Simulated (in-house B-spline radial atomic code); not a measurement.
## Neutral scandium: [Ne] 3s2 3p5 3d1 4s2 4p1 (an excited or competing configuration)

Method: non-relativistic BLYP, spin-polarised, spherical fractional occupations, point nucleus. Calculated with a B-spline radial code for spherical atoms.

Z_r = [3n² - l(l+1)]/(2<r>); Z_e = n√(-2ε); the last column is Slater's effective charge. Values are occupation-weighted means over spin.

```
shell  electrons   ε (eV)  <r> (bohr)    Z_r    Z_e  Slater
   1s          2  -4383.4     0.07359  20.38  17.95   20.70
   2s          2  -479.14      0.3461  17.34  11.87   16.85
   2p          6  -397.66      0.3084  16.22  10.81   16.85
   3s          2   -61.42       1.064  12.69   6.37   10.10
   3p          5  -40.587       1.137  10.99   5.18   10.10
   3d          1  -9.7657       1.439   7.30   2.54    4.00
   4s          2  -5.6826       3.328   7.21   2.59    3.50
   4p          1  -2.5633       4.218   5.45   1.74    3.50
```

The least bound orbital is 4p up at -2.563 eV, and it is also the most diffuse (<r> = 4.218 bohr). The part-filled 3p shell lies below the filled 4s shell in orbital energy.
